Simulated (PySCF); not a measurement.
## GeF⁻ from Hartree–Fock to correlated methods

State: ³Σ⁻ (triplet), unpaired electrons π ↑↑. Set-up: Ge def2-TZVPPD, F def2-TZVPPD; no relativity (PySCF 2.14). De refers to Ge + F⁻ in their high-spin ground configurations, without counterpoise correction. The functionals are run spin-unrestricted. A positive dipole points towards F; it is taken about the centre of mass and depends on that origin.

| Level | Re (Å) | ωe (cm⁻¹) | De (eV) | μ (D) | CPU s a point (SCF and correlation, without the integrals) |
| --- | --- | --- | --- | --- | --- |
| UHF | 1.836 | 522 | n/a | -0.36 | 1.5 |
| UHF-MP2 | 1.870 | 491 | 2.73 | n/a | 2.8 |
| UHF-SCS-MP2 | 1.874 | 486 | 2.66 | n/a | n/a |
| UHF-CCSD | 1.859 | 504 | n/a | n/a | n/a |
| UHF-CCSD(T) | 1.866 | 496 | 2.79 | n/a | 180 |
| PBE | 1.895 | 464 | 2.83 | -0.45 | 1.8 |
| BLYP | 1.916 | 443 | 2.58 | -0.67 | 1.2 |
| r²SCAN | 1.859 | 501 | 3.07 | -0.24 | 2.7 |
| r²SCANh | 1.852 | 509 | n/a | -0.25 | 3.6 |
| B3LYP | 1.884 | 473 | 2.69 | -0.60 | 3 |
| PBE0 | 1.863 | 497 | 2.91 | -0.38 | 3.5 |
| M06 | 1.877 | 473 | 2.78 | -0.66 | 3.6 |
| M06-2X | 1.858 | 515 | 2.93 | -0.43 | 3.7 |
| CAM-B3LYP | 1.867 | 493 | 2.76 | -0.59 | 4.9 |

The bond length runs from 1.836 Å (UHF) to 1.916 Å (BLYP). De spans 2.58 eV (BLYP, GGA) to 3.07 eV (r²SCAN, meta-GGA).

Correlated steps freeze 10 core orbitals. Spin–orbit coupling is left out. For an ion De counts to the pair picked by the measured ionisation energies or electron affinities, which need not be the lowest pair at this level. The highest Kohn–Sham level is positive in this anion. Much of that is self-interaction error, but it also means that the finite basis helps to hold the extra electron. The state is the lowest determinant that a PBE0 search found; another state may lie lower at other levels.

The whole job (state search and all levels along the bond) took about 17 min on 2 threads of Arm Neoverse V1 (shared host), peak memory 3.2 GiB.
